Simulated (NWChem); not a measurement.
System: C4H4O2; SMILES c1(O)cocc1

NWChem printed, in part:

```
             Northwest Computational Chemistry Package (NWChem) 7.3.0
             --------------------------------------------------------

 CS  symmetry detected

                             Geometry "geometry" -> ""
                             -------------------------

 Output coordinates in angstroms (scale by  1.889725989 to convert to a.u.)

  No.       Tag          Charge          X              Y              Z
 ---- ---------------- ---------- -------------- -------------- --------------
    1 O                    8.0000    -0.09737663    -2.06356931     0.00000000
    2 C                    6.0000    -0.02695553    -0.71775070     0.00000000
    3 C                    6.0000     1.14051941     0.11197146     0.00000000
    4 C                    6.0000     0.67358048     1.39421638     0.00000000
    5 O                    8.0000    -0.66475316     1.41320881     0.00000000
    6 C                    6.0000    -1.10047843     0.12953239     0.00000000
    7 H                    1.0000     0.79376419    -2.42419688     0.00000000
    8 H                    1.0000     2.18233854    -0.20431840     0.00000000
    9 H                    1.0000     1.17379296     2.35958890     0.00000000
   10 H                    1.0000    -2.17285286    -0.03600685     0.00000000

 Effective nuclear repulsion energy (a.u.)     223.4174341048

      Symmetry information
      --------------------

 Group name             Cs
 Group number              2
 Group order               2
 No. of unique centers    10

  pbe96 is a nonlocal functional; adding pw91lda local functional.

                                 NWChem DFT Module
                                 -----------------

 Summary of "ao basis" -> "ao basis" (spherical)
 ------------------------------------------------------------------------------
       Tag                 Description            Shells   Functions and Types
 ---------------- ------------------------------  ------  ---------------------
 O                           6-31g*                  6       14   3s2p1d
 C                           6-31g*                  6       14   3s2p1d
 H                           6-31g*                  2        2   2s

      Symmetry analysis of basis
      --------------------------

        a'         68
        a"         24

            General Information
            -------------------
          SCF calculation type: DFT
          Wavefunction type:  closed shell.
          No. of atoms     :    10
          No. of electrons :    44
           Alpha electrons :    22
            Beta electrons :    22
          Charge           :     0
          Spin multiplicity:     1
          Use of symmetry is: on ; symmetry adaption is: on
          Maximum number of iterations: 150
          AO basis - number of functions:    92
                     number of shells:    44
          Convergence on energy requested:  1.00D-06
          Convergence on density requested:  1.00D-05
          Convergence on gradient requested:  5.00D-04

              XC Information
              --------------
          PerdewBurkeErnzerhof Exchange Functional  1.000
            Perdew 1991 LDA Correlation Functional  1.000 local
           PerdewBurkeErnz. Correlation Functional  1.000 non-local

             Grid Information
             ----------------
          Grid used for XC integration:  medium
          Radial quadrature: Mura-Knowles
          Angular quadrature: Lebedev.
          Tag              B.-S. Rad. Rad. Pts. Rad. Cut. Ang. Pts.
          ---              ---------- --------- --------- ---------
          O                   0.60       49          11.0       434
          C                   0.70       49          10.0       434
          H                   0.35       45          11.0       434
          Grid pruning is: on
          Number of quadrature shells:   474
          Spatial weights used:  Erf1

      Superposition of Atomic Density Guess
      -------------------------------------

 Sum of atomic energies:        -302.14265121

      Non-variational initial energy
      ------------------------------

 Total energy =    -305.786809
 1-e energy   =    -853.927979
 2-e energy   =     324.723736
 HOMO         =      -0.195297
 LUMO         =       0.056647

      Symmetry analysis of molecular orbitals - initial
      -------------------------------------------------

  Numbering of irreducible representations:

     1 a'          2 a"

  Orbital symmetries:

     1 a'          2 a'          3 a'          4 a'          5 a'
     6 a'          7 a'          8 a'          9 a'         10 a'
    11 a'         12 a'         13 a'         14 a'         15 a"
    16 a'         17 a"         18 a'         19 a'         20 a'
    21 a"         22 a"         23 a"         24 a'         25 a"
    26 a'         27 a'         28 a'         29 a'         30 a'
    31 a'         32 a'

     ---------------------------------------------
      Total Density - Mulliken Population Analysis
     ---------------------------------------------

    Atom       Charge   Shell Charges
 -----------   ------   -------------------------------------------------------
    1 O    8     8.85   2.00  0.92  3.05  0.95  1.92  0.02
    2 C    6     5.61   2.00  0.70  1.77  0.43  0.64  0.07
    3 C    6     6.42   2.00  0.74  2.02  0.56  1.07  0.03
    4 C    6     5.82   2.00  0.71  1.77  0.50  0.78  0.06
    5 O    8     8.51   2.00  0.92  2.92  0.90  1.74  0.03
    6 C    6     5.99   2.00  0.71  1.86  0.49  0.87  0.06
    7 H    1     0.46   0.36  0.10
    8 H    1     0.76   0.45  0.31
    9 H    1     0.78   0.46  0.32
   10 H    1     0.79   0.46  0.32

   convergence    iter        energy       DeltaE   RMS-Dens  Diis-err
 ---------------- ----- ----------------- --------- --------- ---------
 d= 0,ls=0.0,diis     1   -304.7870654636 -5.28D+02  1.31D-02  8.26D-01
 d= 0,ls=0.0,diis     2   -304.7733946392  1.37D-02  8.57D-03  1.00D+00
 d= 0,ls=0.0,diis     3   -304.8549982782 -8.16D-02  3.06D-03  2.07D-01
 d= 0,ls=0.0,diis     4   -304.8724080858 -1.74D-02  1.47D-03  1.98D-02
 d= 0,ls=0.0,diis     5   -304.8740358951 -1.63D-03  6.48D-04  5.60D-03
  Resetting Diis
 d= 0,ls=0.0,diis     6   -304.8746924037 -6.57D-04  1.70D-04  3.57D-04
 d= 0,ls=0.0,diis     7   -304.8747366836 -4.43D-05  7.67D-05  1.18D-05
 d= 0,ls=0.0,diis     8   -304.8747329899  3.69D-06  5.42D-05  3.93D-05
 d= 0,ls=0.0,diis     9   -304.8747381064 -5.12D-06  1.03D-05  1.16D-06
 d= 0,ls=0.0,diis    10   -304.8747382373 -1.31D-07  2.95D-06  1.73D-07

         Total DFT energy =     -304.874738237259
      One electron energy =     -857.625917967885
           Coulomb energy =      369.393823563250
    Exchange-Corr. energy =      -40.060077937379
 Nuclear repulsion energy =      223.417434104754

 Numeric. integr. density =       44.000007433700

                  Occupations of the irreducible representations
                  ----------------------------------------------

                     irrep           alpha         beta
                     --------     --------     --------
                     a'               18.0         18.0
                     a"                4.0          4.0

                       DFT Final Molecular Orbital Analysis
                       ------------------------------------

 Vector   20  Occ=2.000000D+00  E=-2.934254D-01  Symmetry=a'
              MO Center= -6.2D-02, -3.2D-01,  1.7D-15, r^2= 3.6D+00
   Bfn.  Coefficient  Atom+Function         Bfn.  Coefficient  Atom+Function
  ----- ------------  ---------------      ----- ------------  ---------------
     3      0.312478   1 O  px               32      0.269184   3 C  py
    17     -0.265099   2 C  px               60      0.226140   5 O  py
     7      0.194896   1 O  px               46     -0.183239   4 C  py
    74     -0.181065   6 C  py                6     -0.165053   1 O  s
    62      0.164341   5 O  s                 4      0.146879   1 O  py

 Vector   21  Occ=2.000000D+00  E=-2.154820D-01  Symmetry=a"
              MO Center=  5.4D-01,  2.6D-01, -2.1D-16, r^2= 2.5D+00
   Bfn.  Coefficient  Atom+Function         Bfn.  Coefficient  Atom+Function
  ----- ------------  ---------------      ----- ------------  ---------------
    33      0.411287   3 C  pz               37      0.305441   3 C  pz
    61     -0.295439   5 O  pz               47      0.252716   4 C  pz
     5     -0.239059   1 O  pz               65     -0.220338   5 O  pz
     9     -0.187122   1 O  pz               51      0.160207   4 C  pz
    19      0.123146   2 C  pz               75     -0.090665   6 C  pz

 Vector   22  Occ=2.000000D+00  E=-1.715337D-01  Symmetry=a"
              MO Center= -3.7D-01, -1.3D-01, -1.9D-15, r^2= 2.7D+00
   Bfn.  Coefficient  Atom+Function         Bfn.  Coefficient  Atom+Function
  ----- ------------  ---------------      ----- ------------  ---------------
    75      0.407479   6 C  pz               79      0.314199   6 C  pz
     5     -0.308830   1 O  pz               47     -0.287286   4 C  pz
    19      0.274132   2 C  pz                9     -0.252942   1 O  pz
    51     -0.222642   4 C  pz               23      0.162183   2 C  pz
    61     -0.129221   5 O  pz               65     -0.100470   5 O  pz

 Vector   23  Occ=0.000000D+00  E=-2.373136D-03  Symmetry=a"
              MO Center=  1.2D-01,  7.5D-01,  7.1D-17, r^2= 2.5D+00
   Bfn.  Coefficient  Atom+Function         Bfn.  Coefficient  Atom+Function
  ----- ------------  ---------------      ----- ------------  ---------------
    51      0.518387   4 C  pz               47      0.423377   4 C  pz
    79      0.372812   6 C  pz               37     -0.368422   3 C  pz
    65     -0.362029   5 O  pz               61     -0.348864   5 O  pz
    75      0.317279   6 C  pz               33     -0.265064   3 C  pz
    23     -0.147000   2 C  pz               19     -0.142995   2 C  pz

[...]
```

Level: PBE/6-31G* (spherical d). Coordinates come from a PBE0/def2-SVP optimisation.

Problem. Reconstruct the input file.

Solution. This is not unique; one that fits is the input that was run:
```
start job
memory heap 200 mb stack 900 mb global 1100 mb
geometry units angstroms noautoz
  O     -0.113323    -2.065981     0.000000
  C     -0.031738    -0.720793     0.000000
  C      1.142581     0.099214     0.000000
  C      0.686297     1.385289     0.000000
  O     -0.651833     1.415385     0.000000
  C     -1.098194     0.135368     0.000000
  H      0.774795    -2.433990     0.000000
  H      2.181740    -0.225709     0.000000
  H      1.194502     2.346478     0.000000
  H     -2.171905    -0.021268     0.000000
end
basis spherical
  O library 6-31g*
  C library 6-31g*
  H library 6-31g*
end
dft
  xc xpbe96 cpbe96
  iterations 150
  mulliken
end
task dft energy
```
